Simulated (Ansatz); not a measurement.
C$_{2}$H$_{7}$ClO$_{2}$Sn, SMILES `C[O][SnH]([Cl])[O]C` at its PBE0-D4/def2-TZVP geometry, where that method's forces vanish. Charge 0, multiplicity 1. Sn takes the def2 core potential.

```xyz
13

C    -0.5084    1.3330    1.6324
O     0.4331    1.4363    0.5871
Sn    1.4146   -0.1508    0.0232
Cl    2.5174    0.5630   -1.8740
O     0.1083   -1.5034   -0.4747
C    -0.8264   -1.2499   -1.5023
H    -1.2908    0.5934    1.4214
H    -0.9871    2.3089    1.7467
H    -0.0418    1.0738    2.5922
H     2.4492   -0.8101    1.1910
H    -1.4710   -2.1281   -1.5892
H    -1.4584   -0.3807   -1.2837
H    -0.3387   -1.0854   -2.4700
```

Task: What forces (eV/Å) does r2SCAN-D4/def2-TZVPP give on these atoms in Ansatz? (Estimate.)

Result: The calculation gave: 
```
C1  -0.208 -0.042  0.241
O2   0.119  0.211 -0.220
Sn3  0.136 -0.051  0.085
Cl4  0.047  0.047 -0.091
O5   0.084 -0.212  0.201
C6  -0.206  0.074 -0.239
H7  -0.002 -0.002  0.000
H8   0.010 -0.011 -0.007
H9  -0.001  0.000  0.003
H10  0.015 -0.022  0.018
H11  0.010  0.007  0.006
H12 -0.001  0.004  0.000
H13 -0.001 -0.002  0.001
```
